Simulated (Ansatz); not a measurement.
`C[BH][AlH][AlH2]` + HCl → `[AlH2][Cl]` + `C[BH][AlH2]` at 700 K and 1 bar (cleavage of the Al–Al bond).

Program: Ansatz. Geometries: PBE0-D4/def2-TZVP. ΔE: electronic, gas phase. CCSD(T)/CBS is the MP2 limit (def2-TZVPP, def2-QZVPP) plus CCSD(T) − MP2 in def2-TZVPP, frozen cores. This one scheme is used for every species. One conformer a species, not always the lowest.

| species | CCSD(T)/CBS energy (Eh) | H − E (kJ/mol) | S (J/(mol·K)) |
| --- | --- | --- | --- |
| `C[BH][AlH][AlH2]` | -551.02087 | 266.8 | 512.8 |
| HCl | -460.38127 | 38.4 | 211.8 |
| `[AlH2][Cl]` | -703.04476 | 73.9 | 303.9 |
| `C[BH][AlH2]` | -308.41859 | 225.4 | 408.5 |

H − E and S are ideal-gas, rigid-rotor, harmonic terms from PBE0-D4/def2-TZVP, for one conformer and one mirror image of each species. 1 Eh = 2625.50 kJ/mol, R = 8.31446 J/(mol·K).

Q: By hand: ΔE, ΔH, ΔS and ΔG.

A: ΔE = (-703.04476) + (-308.41859) − (-551.02087) − (-460.38127) = -0.06121 Eh = -160.7 kJ/mol. Δ(H − E) = 73.9 + 225.4 − 266.8 − 38.4 = -5.9, so ΔH = -166.6 kJ/mol. ΔS = 303.9 + 408.5 − 512.8 − 211.8 = -12.2 J/(mol·K). ΔG = -166.6 − 700 × (-12.2)/1000 = -158.1 kJ/mol.

Q: By hand: the equilibrium constant, and the temperature at which ΔG would vanish if ΔH and ΔS stayed fixed.

A: log₁₀ K = −ΔG/(RT ln 10) = 11.8. ΔG = 0 at ΔH/ΔS = 13656 K, far beyond where these terms or the molecules hold.

The number of gas molecules stays the same, so ΔS is small and ΔH decides. A doubt of 5 kJ/mol in ΔE shifts log₁₀ K by 0.4 here. Other conformers and mirror images would add mixing entropy, several J/(mol·K) or more a flexible species. Modes under 60 cm⁻¹, often nearly free rotors, make the harmonic entropy too high. These are equilibria of isolated gas molecules and say nothing of rates. Largest T1 diagnostic: 0.013 (customary marks: 0.02 for closed shells, 0.045 for open ones).
